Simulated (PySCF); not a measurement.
F4Se, SMILES F[Se-](F)(F)F, charge -1, multiplicity 2. Atoms are numbered in the order given.

```xyz
5

Se     0.0000     0.0000     0.3985
F      1.8866     0.0000     0.2908
F     -1.8866     0.0000     0.2908
F      0.0000     1.2052    -1.0436
F      0.0000    -1.2052    -1.0436
```
Charge -1, spin multiplicity 2.

Coordinates come from a TPSSh-D3(BJ)/def2-SVPD optimisation.

All values below come from PBE/def2-SVPD in PySCF.

Mulliken values depend strongly on the basis, most of all with diffuse functions as here. ESP charges are fitted to the potential on shells at 1.4 to 2.0 van der Waals radii. Atomic charges (e):

| atom | Mulliken | meta-Löwdin | ESP fit | Mulliken spin |
|---|---|---|---|---|
| Se1 | 1.21 | 1.19 | ? | 0.88 |
| F2 | -0.60 | -0.57 | ? | 0.00 |
| F3 | -0.60 | -0.57 | ? | 0.00 |
| F4 | -0.51 | -0.53 | ? | 0.06 |
| F5 | -0.51 | -0.53 | ? | 0.06 |

Problem. Complete the blanks. (An estimate is asked for; the answer gives what the named calculation found.)

Solution. 
- Se1, ESP fit: 0.28
- F2, ESP fit: -0.36
- F3, ESP fit: -0.36
- F4, ESP fit: -0.28
- F5, ESP fit: -0.28
